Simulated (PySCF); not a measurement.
A geometry optimisation on WNF3 (`[N]#[W]([F])([F])[F]`).

Computed with PBE0-D3(BJ)/def2-SVP geometry optimisation, gas phase, def2 core potentials past Kr (PySCF 2.14.0). Start geometry: GFN2-xTB. A driver script takes a list of jobs; this job's settings line and coordinates (Å) are shown.

Command:
```bash
OMP_NUM_THREADS=1 python probes_run.py task.json out
```

Input:
```
{"job": {"xc": "PBE0", "basis": "def2-SVP", "d3": "d3bj", "grid": 1, "maxiter": 40, "kind": "geom"}, "charge": 0, "multiplicity": 1}
W      0.176920    -0.304690     0.116800
N     -0.011440     0.019940     1.855180
F      1.725110     0.419320    -0.638830
F     -0.667190     1.151090    -0.695190
F     -1.223390    -1.285660    -0.637970
```

Q: Estimate the output.

A: 
```
step   0  E = -420.82760884  max force = 0.111910
step   1  E = -420.85846116  max force = 0.044777
step   2  E = -420.87527830  max force = 0.027422
step   3  E = -420.87937176  max force = 0.035579
step   4  E = -420.87997568  max force = 0.042990
step   5  E = -420.88805151  max force = 0.014104
step   6  E = -420.89100037  max force = 0.005308
step   7  E = -420.89158316  max force = 0.003119
step   8  E = -420.89163852  max force = 0.002791
step   9  E = -420.89166429  max force = 0.000317
step  10  E = -420.89166535  max force = 0.000233
optimisation converged
```

Energies in Eh; «max force» is the largest Cartesian gradient component in Eh/bohr.

Q: Give the first gradient maximum in eV/Å.

A: With 1 Eh/bohr = 51.422 eV/Å, 5.755 eV/Å.

Main results: final energy -420.89167 Eh after 10 steps; dipole 2.18 D.

Q: Where do the atoms end?

A: 0.423 Å rms from the input after alignment:
```
atom  x, y, z in Å
W1    -0.0003   -0.0001   -0.0674
N2     0.0107    0.0000    1.5832
F3     1.8041   -0.0185   -0.5160
F4    -0.8905    1.5741   -0.5011
F5    -0.9239   -1.5555   -0.4988
```

Time: 47 s. Hardware: an Arm Neoverse V1 with one thread, no GPU (shared host).
Labels such as C1 count atoms from 1, the log's own numbers from 0.
